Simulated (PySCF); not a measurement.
# Reading the logs of faulty runs: BClGeH5Si

These are calculations, not measurements. The program is PySCF 2.14.0, an open-source quantum chemistry code, run on an isolated molecule that a program drew, which may never have been made. The molecule is BClGeH5Si (charge 0, doublet), drawn as the SMILES string `[BH2][GeH]([SiH2])[Cl]`.

Each row is a Hartree-Fock (HF) and frozen-core CCSD(T) single point in the cc-pV(D+d)Z basis, meant for a local HF minimum. Run 1 is clean. Each other run has one planted mistake out of seven kinds, and not every kind appears here: one electron removed, one electron added, multiplicity raised by two, geometry at a saddle point, minimal basis STO-3G, one bond length entered in bohr, all coordinates scaled. The reference is restricted for singlets and unrestricted otherwise, and also for a bond in bohr. Adding or removing an electron swaps singlet and doublet. Electrons count all cores. HOMO and LUMO are orbital energies over both spins, the gradient is its largest component, and the lowest frequency (negative if imaginary) is given only where the gradient is small. Bond lengths are over the 8 bonds as drawn. T1 is the CCSD diagnostic: over 0.02 (restricted) or 0.045 (unrestricted) a single reference is doubtful. Germanium has the cc-pVDZ-PP basis, with a core potential (ECP10MDF) in place of its 10 inner electrons, and its 3s, 3p and 3d shells are frozen in CCSD(T).

Geometry of the clean run:
```xyz
9
BClGeH5Si, angstrom
B     0.6113   -1.9167    0.0680
Ge    1.4671   -0.3302   -0.9636
Si    0.0482    0.5721   -2.6858
Cl    3.2764   -1.0318   -2.0089
H     0.8980   -3.0464   -0.1937
H    -0.2201   -1.6850    0.8985
H     1.9570    0.7929   -0.0466
H    -1.1834    1.1734   -2.1157
H    -0.3164   -0.4551   -3.6897
```

```
run,electrons,basis functions,<S^2>,HOMO (eV),LUMO (eV),gradient (hartree/bohr),lowest frequency (cm^-1),mean bond (Å),longest bond (Å),T1,HF (hartree),CCSD(T) (hartree),mistake
1,73,108,0.761,-9.03,0.24,2.3e-05,96,1.6971,2.407,0.0144,-1069.39665,-1069.86434,no fault
2,73,108,3.775,-7.39,-2.43,5.0e-02,-,1.6971,2.407,0.0218,-1069.26838,-1069.73302,multiplicity raised by two
3,72,108,0.000,-15.47,-7.03,4.6e-02,-,1.6971,2.407,0.0193,-1069.09997,-1069.56213,one electron removed
4,73,108,1.640,-8.92,0.23,5.1e-03,-,1.8673,2.892,0.0326,-1069.30151,-1069.75680,?
```

**Which mistake was planted in run 4, and what did it cost?**

The mean bond changes by a factor of 1.100 and the longest by 1.201, so the molecule wasn't scaled as a whole. A length L in bohr read as angstrom grows by (1/0.5292 - 1) L = 0.890 L. The 8 bonds together grew by 8 x 0.1702 = 1.362 Å, which gives L = 1.530 Å. That is bond Ge2-H7, 1.530 Å in the clean geometry. So the mistake is: one bond length entered in bohr. Subtracting run 1 and multiplying by 627.51 kcal/mol a hartree, the energy moved by 59.7 kcal/mol in HF and 67.5 kcal/mol in CCSD(T).

